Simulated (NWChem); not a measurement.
System: BPH4; SMILES BP

The following NWChem deck was run.

```
start job
memory heap 200 mb stack 900 mb global 1100 mb
geometry units angstroms noautoz
  B      0.002886     1.306230     0.000000
  H     -0.068432     1.898260    -1.048941
  H     -0.068432     1.898260     1.048941
  P     -0.054894    -0.548707     0.000000
  H      0.741000    -0.970528    -1.094225
  H      0.741000    -0.970528     1.094225
end
basis spherical
  * library pcseg-2
end
dft
  xc hfexch
  iterations 150
  mulliken
end
task dft energy
```

All runs use the structure optimised with PBE0/def2-SVP.

### Question
What results follow from this input? (Hartree-Fock/pcseg-2.) Quantities: basis functions; energy (Ha); highest occupied level (eV); orbital gap (eV); dipole (D).

### Answer
The number of basis functions is 120 and the energy (Ha) comes out as -367.74. The highest occupied level (eV) is -9.81 and the orbital gap (eV) is 11.31. The dipole (D) comes out as 0.85.
